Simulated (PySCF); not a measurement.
A structure optimised at PBE-D3(BJ)/def2-SVP, used in a PySCF frequency run:

```xyz
8

Ga    -0.0067    -0.6989     0.0000
N      0.3402     1.1043     0.0000
C      0.1256     2.2995     0.0000
O     -0.0329     3.4723     0.0000
O     -1.6695    -1.3499     0.0000
H     -2.3280    -0.6304     0.0000
O      1.3517    -1.8538     0.0000
H      2.2047    -1.3805     0.0000
```
Charge 0, spin multiplicity 1.

Write its SMILES, formula and point group.

O=C=[N][Ga]([OH])[OH], CH₂GaNO₃, Cs

What are its rotational constants (standard atomic weights)?

5.8760, 1.2829, 1.0530 GHz
